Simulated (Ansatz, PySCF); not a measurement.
Spin gap between two states, R1 and P1; the higher of the two is an excited state, each structure at its B3LYP-D3(BJ)/def2-TZVP stationary point, reached from a drawn start (curvature not checked).
R1, SiH2 (SMILES [SiH2]) (charge 0, multiplicity 1, Z-matrix in Å and degrees):
```
Si
H 1 1.5233
H 1 1.5233 2 91.49
```
P1, SiH2 (SMILES [SiH2]) (charge 0, multiplicity 3):
```xyz
3

Si     0.000     0.000     0.506
H      0.000     1.276    -0.253
H      0.000    -1.276    -0.253
```

P less R. No zero-point or thermal terms; singlets are restricted closed shells; open shells are unrestricted.

Frozen-core correlation throughout. CBS(a, b) extrapolates the correlation energy as X⁻³ and adds the Hartree–Fock energy of set b.

Run with Ansatz (Gaussian orbitals); PySCF for the D3/D4 terms. All values are computed, each at the level named.

PBE/def2-TZVPP gives 0.700 eV for the spin gap.

Problem. Predict the shift from PBE, with its sign, for: PBE-D3(BJ)/def2-TZVPP, r2SCAN/def2-TZVPP, B3LYP/def2-TZVPP, wB97M-V/def2-TZVPP, B2PLYP/def2-TZVPP, MP2/CBS(cc-pV(T+d)Z, cc-pV(Q+d)Z), CCSD(T)/CBS(cc-pV(T+d)Z, cc-pV(Q+d)Z).

Solution. PBE-D3(BJ)/def2-TZVPP 0.000; r2SCAN/def2-TZVPP -0.233; B3LYP/def2-TZVPP 0.188; wB97M-V/def2-TZVPP 0.348; B2PLYP/def2-TZVPP 0.161; MP2/CBS(cc-pV(T+d)Z, cc-pV(Q+d)Z) 0.066; CCSD(T)/CBS(cc-pV(T+d)Z, cc-pV(Q+d)Z) 0.188 eV. 6 of 7 lie above PBE; the widest gap is to wB97M-V/def2-TZVPP.

Ansatz is an electronic-structure program.
